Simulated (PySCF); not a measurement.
B(H)(Me)(OSiH3) (CH₇BOSi), SMILES CBO[SiH3].

Coordinates come from a B3LYP-D3(BJ)/def2-SVP optimisation. This is a generated structure with no PubChem entry under its InChIKey; it may be hypothetical. Other conformers were not sampled.

Two levels are set side by side: TDA-PBE/def2-SVPD (PySCF) and TDA-CAM-B3LYP/def2-SVPD (PySCF). Vertical, same geometry. The lowest singlet is HOMO→LUMO 100 % with PBE and HOMO→LUMO+1 94 % with the other functional; states are paired by order. Differences are taken from unrounded values.

```
quantity                               TDA-CAM-B3LYP  TDA-PBE  TDA-PBE minus TDA-CAM-B3LYP
-------------------------------------  -------------  -------  ---------------------------
lowest singlet excitation (eV)                  6.36     5.85                        -0.51
lowest triplet excitation (TDA) (eV)            5.84     5.36                        -0.48
first bright state (f over 0.05) (eV)           8.75     7.20                        -1.54
its oscillator strength                         0.08     0.08                         0.00
```

A lower first singlet is the usual sign of a functional without exact exchange. Differences between two approximate levels are no errors against the true value.

Rough cost on one machine, each run with all the roots and properties that it gave: TDA-CAM-B3LYP against TDA-PBE about 5 times.
